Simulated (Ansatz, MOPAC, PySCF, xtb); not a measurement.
Bonds broken one at a time in the series allyl-X. All species are isolated molecules in the gas phase. One relaxed conformer stands for each flexible species; it need not be the lowest. Strings in code marks are SMILES.

Quantity: electronic energy of isomers of C4H5N relative to `C=CCC#N`, in kcal/mol. Semi-empirical values (MOPAC) are differences of heats of formation.

Level 1: frozen-core MP2/cc-pVTZ // PBE0-D4/def2-TZVP (Ansatz, a first-principles code)
Level 2: PBE/6-31G* // PBE0-D4/def2-TZVP (PySCF)
Level 3: GFN2-xTB (xtb)
Level 4: PM7 // PBE0-D4/def2-TZVP (MOPAC)

```csv
species,level 2,level 3,level 4
`[C-]#[N+]CC=C`,24.0,22.7,19.5
```

What does level 1 give for each?


- `[C-]#[N+]CC=C`: 25.3
